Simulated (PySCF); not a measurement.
# Radial density of Zn (zinc, neutral)

UHF, [Ar] 3d9 4s2 5s1, 5s spin antiparallel (an excited configuration). Calculation: PySCF 2.14, in aug-cc-pVDZ-DK (7s6p4d2f, 59 functions); the spin-free X2C one-electron Hamiltonian (Gaussian nucleus).

| r (bohr) | 4πr²ρ (e/bohr) | 4πr²(ρα − ρβ) |
| --- | --- | --- |
| 0.000893 | 0.2898 | 0.0000 |
| 0.00150 | 0.7210 | 0.0000 |
| 0.00253 | 1.755 | 0.0000 |
| 0.00425 | 4.120 | -0.0001 |
| 0.00715 | 9.109 | -0.0001 |
| 0.0120 | 18.11 | -0.0002 |
| 0.0202 | 29.95 | -0.0003 |
| 0.0340 | 36.72 | 0.0002 |
| 0.0572 | 31.41 | 0.0029 |
| 0.0963 | 31.78 | 0.0185 |
| 0.162 | 42.14 | 0.1183 |
| 0.272 | 24.83 | 0.5340 |
| 0.458 | 22.18 | 1.1822 |
| 0.771 | 19.30 | 1.0136 |
| 1.30 | 4.879 | 0.2876 |
| 2.18 | 1.307 | 0.0009 |
| 3.67 | 0.2918 | -0.0187 |
| 6.17 | 0.1664 | -0.1632 |
| 10.4 | 0.07577 | -0.0757 |
| 17.5 | 0.0003902 | -0.0004 |

Densities and radii are taken from the X2C orbitals without a picture-change correction, which distorts them close to the nucleus.

The outer electron is Rydberg-like, and this basis confines it to a smaller radius and binds it less than a complete one would. With the s spin flipped the determinant is a mixture of two multiplicities, not a spectroscopic state.
